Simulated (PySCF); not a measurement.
# How methods differ on the ionisation energy of Hf⁶¹⁺

Hf⁶¹⁺ [Ne] 3s1 (2S) → Hf⁶²⁺ [Ne] (1S), as a difference of total energies. All numbers are calculated (PySCF 2.14, the spin-free X2C one-electron Hamiltonian (Gaussian nucleus), in an uncontracted even-tempered set (17 s from 17 bohr⁻², ratio 2.5; 12 p from 22 bohr⁻², ratio 2.5; 4 d from 79 bohr⁻², ratio 2.7; 4 f from 120 bohr⁻², ratio 2.7)). Correlated levels: outer shells: 1s2 frozen; virtual orbitals above 40 to 60 times the deepest correlated orbital energy dropped. The calculations carry no spin-orbit coupling.

| method | ionisation energy (eV) |
| --- | --- |
| UHF | 6677.3 |
| MP2 (outer shells) | 6678.1 |
| SCS-MP2 (outer shells) | 6678.0 |
| CCSD (outer shells) | 6678.1 |
| CCSD(T) (outer shells) | 6678.1 |

Breit and QED terms and the two-electron picture change are absent.

For comparison: 6674 ± 12 eV (theoretical estimate listed by NIST; NIST Atomic Spectra Database, ionization energies).
